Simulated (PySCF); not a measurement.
**Dipole moment and polarisability of `C=C(O[SiH2]O)C(=O)O`**

Species: C3H6O4Si.
Cartesian coordinates in Å at the GFN2-xTB level; atoms count from 1:
```xyz
14
C3H6O4Si angstrom
C     -1.4730   -1.5475   -0.7875
C     -0.6128   -0.6572   -0.2846
O      0.4852   -1.0159    0.3746
Si     1.6304   -0.1786    1.2130
O      2.6257    0.7423    0.3319
C     -0.8238    0.8039   -0.4449
O     -0.0614    1.6308    0.0012
O     -1.9195    1.1368   -1.1248
H     -2.3444   -1.2277   -1.3254
H     -1.3014   -2.6012   -0.6640
H      1.0101    0.5464    2.3150
H      2.4609   -1.3125    1.5670
H      2.3160    1.5765   -0.0164
H     -1.9927    2.1035   -1.1871
```

Level: CAM-B3LYP/def2-SVPD (PySCF), static field, nuclei fixed, core orbitals frozen in the response. The polarisability tensor in these axes (au):

```
x   82.35  8.20 15.79
y    8.20 82.57  3.70
z   15.79  3.70 64.56
```

Q: What are the eigenvalues, a third of the trace, and Δα (Δα² = ½Σ(αi − αj)² over the three pairs)?

A: Principal values 55.30, 77.09 and 97.09 au; mean 76.49 au = 11.34 Å³ = 12.61 × 10⁻⁴⁰ C²·m²/J; Δα = 36.20 au (47 % of the mean).

Q: What is the dipole moment, and where does it point?

A: (-2.96, 1.15, -1.16) D, 3.38 D in size, pointing from the negative to the positive side. Measured along this direction, the outermost atoms are H12 at the negative end and H14 at the positive end.

Q: Find the Langevin capture rate constant for NH4+ (18.034 u) meeting this molecule (134.004 u), k = 2.342 × 10⁻⁹ cm³/s × √(α in Å³ / reduced mass in u).

A: The reduced mass is 15.90 u, so k = 1.98 × 10⁻⁹ cm³/s. The formula leaves out the permanent dipole, which adds to the capture rate.

Q: Directions of the eigenvectors, and the extent of the frame along each?

A: Largest value along (0.74, 0.53, 0.42), where the nuclei span 5.47 Å; middle along (-0.43, 0.85, -0.30), 5.66 Å; least along (-0.51, 0.04, 0.86), 2.63 Å. The strongest response doesn't lie along the longest of the three spans.

Q: What molar refraction does this α imply?

A: Lorentz–Lorenz: R = (4π/3)N_A α = 2.5225 cm³/(mol·Å³) × 11.34 Å³ = 28.6 cm³/mol, in the limit of long wavelengths.

Isolated species at its GFN2-xTB geometry (one conformer only).
